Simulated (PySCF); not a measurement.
PySCF input file for Al(F)2(SMe) (CH3AlF2S), SMILES C[S][Al]([F])[F], IEF-PCM-B3LYP/def2-SVP. Geometry: B3LYP-D3(BJ)/def2-SVP. The structure was generated by enumeration; whether it is a known compound was not checked. Other conformers were not sampled.

```python
import numpy as np
from pyscf import gto, scf, dft
from pyscf.solvent import pcm

mol = gto.M(
    atom='''
    Al   -0.03844330   -0.80944389    0.00000001
    F     0.84729863   -2.20652937   -0.00000000
    F    -1.69582792   -0.90978316   -0.00000000
    S     0.90247650    1.12686970   -0.00000000
    C    -0.60444467    2.20717758   -0.00000000
    H    -1.52885875    1.61656490    0.00000000
    H    -0.57378536    2.84001881    0.89658705
    H    -0.57378536    2.84001881   -0.89658705
    ''',
    basis='def2-SVP',
    charge=0,
    spin=0,
    max_memory=1600,
    verbose=3,
)
mf = dft.RKS(mol, xc='b3lyp').density_fit(auxbasis='def2-universal-jkfit')
mf.grids.level = 3
mf.conv_tol = 1e-9
mf.max_cycle = 100
mf.kernel()
res = {}
for name, eps in {'water': 78.355, 'diethylether': 4.24, 'ethanol': 24.852}.items():
    s = mf.PCM()
    s.with_solvent.method, s.with_solvent.eps, s.with_solvent.lebedev_order = 'IEF-PCM', eps, 29
    s.kernel(mf.make_rdm1())
    res[name] = (s.e_tot, eps, s.dip_moment(), s.mo_energy, s.converged)
    print(f'{name}: electrostatic solvation free energy {(s.e_tot - mf.e_tot) * 627.509474:.3f} kcal/mol')
```

It prints:

```
converged SCF energy = -880.053486539216

WARN: PCM is an experimental feature. It is still in testing.
Features and APIs may be changed in the future.

converged SCF energy = -880.065127722712
Dipole moment(X, Y, Z, Debye): -1.00542,  2.03687,  0.00000
water: electrostatic solvation free energy -7.305 kcal/mol

WARN: PCM is an experimental feature. It is still in testing.
Features and APIs may be changed in the future.

converged SCF energy = -880.061384460706
Dipole moment(X, Y, Z, Debye): -0.90108,  2.03549,  0.00000
diethylether: electrostatic solvation free energy -4.956 kcal/mol

WARN: PCM is an experimental feature. It is still in testing.
Features and APIs may be changed in the future.

converged SCF energy = -880.064607352722
Dipole moment(X, Y, Z, Debye): -0.99015,  2.03833,  0.00000
ethanol: electrostatic solvation free energy -6.978 kcal/mol
```

Self-consistency was reached.
